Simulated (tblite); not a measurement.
Isomers of C4H10OSSi. Level: GFN2-xTB in tblite, geometry and Hessian alike; calculated harmonic values, unscaled, isolated species. The method is semi-empirical: single wavenumbers can be off by several per cent or more. Modes of hydrogen on silicon and sulfur can be 10 to 20 % off. One conformer each.

Electronic energies: GFN2-xTB at the same geometries; isomer energies are rough at this level and their order can be wrong.

| SMILES | electronic energy, lowest = 0 (kJ/mol) |
| --- | --- |
| C=C(C)O[SiH2]SC | 0.0 |
| CO[C@@H]1[C@H](C)[Si@@H]1S | 253.0 |
| C[C@H](S)C(=O)C[SiH3] | 164.6 |
| CC[Si]1(O)CSC1 | 114.8 |
| CSCO[C@@H]1C[SiH2]1 | 320.9 |
| C=C(C)[Si@](C)(O)S | 65.5 |
| C=C[Si@@H](S)OCC | 63.7 |

Question: How do GFN2-xTB zero-point energies change the relative energies?

Answer: 
```
                    SMILES  ZPE (kJ/mol)  of it from modes above 1550 cm⁻¹  electronic (kJ/mol)  with ZPE, lowest = 0 (kJ/mol)  lowest mode (cm⁻¹)  rings
           C=C(C)O[SiH2]SC         337.4                             184.6                  0.0                            0.0                  29      0
          C=C[Si@@H](S)OCC         336.6                             183.3                 63.7                           62.9                  23      0
        C=C(C)[Si@](C)(O)S         338.5                             192.5                 65.5                           66.6                  35      0
            CC[Si]1(O)CSC1         351.8                             183.9                114.8                          129.2                  36      1
     C[C@H](S)C(=O)C[SiH3]         324.9                             174.2                164.6                          152.0                  38      0
CO[C@@H]1[C@H](C)[Si@@H]1S         339.7                             172.0                253.0                          255.3                  70      1
       CSCO[C@@H]1C[SiH2]1         336.3                             172.5                320.9                          319.9                  52      1
```

The zero-point energies span 26.9 kJ/mol, from `C[C@H](S)C(=O)C[SiH3]` to `CC[Si]1(O)CSC1`. The order is unchanged.

Question: What do entropy and thermal enthalpy add at 298.15 K and 1 bar (rigid rotor, harmonic oscillator, one conformer each)?

Answer: 
```json
{"SMILES": "C=C(C)O[SiH2]SC", "point group": "C1", "symmetry number": "1", "S (J/(mol K))": "440.9", "H − H(0) (kJ/mol)": "31.04", "ZPE + H − H(0) − TS (kJ/mol)": "237.0"}
{"SMILES": "C=C(C)[Si@](C)(O)S", "point group": "C1", "symmetry number": "1", "S (J/(mol K))": "443.0", "H − H(0) (kJ/mol)": "33.07", "ZPE + H − H(0) − TS (kJ/mol)": "239.5"}
{"SMILES": "CC[Si]1(O)CSC1", "point group": "C1", "symmetry number": "1", "S (J/(mol K))": "413.4", "H − H(0) (kJ/mol)": "28.54", "ZPE + H − H(0) − TS (kJ/mol)": "257.1"}
{"SMILES": "C[C@H](S)C(=O)C[SiH3]", "point group": "C1", "symmetry number": "1", "S (J/(mol K))": "422.7", "H − H(0) (kJ/mol)": "29.94", "ZPE + H − H(0) − TS (kJ/mol)": "228.8"}
{"SMILES": "CO[C@@H]1[C@H](C)[Si@@H]1S", "point group": "C1", "symmetry number": "1", "S (J/(mol K))": "410.8", "H − H(0) (kJ/mol)": "29.33", "ZPE + H − H(0) − TS (kJ/mol)": "246.6"}
{"SMILES": "CSCO[C@@H]1C[SiH2]1", "point group": "C1", "symmetry number": "1", "S (J/(mol K))": "412.7", "H − H(0) (kJ/mol)": "28.45", "ZPE + H − H(0) − TS (kJ/mol)": "241.7"}
```

Not tabulated: `C=C[Si@@H](S)OCC` (lowest mode only 23 cm⁻¹).
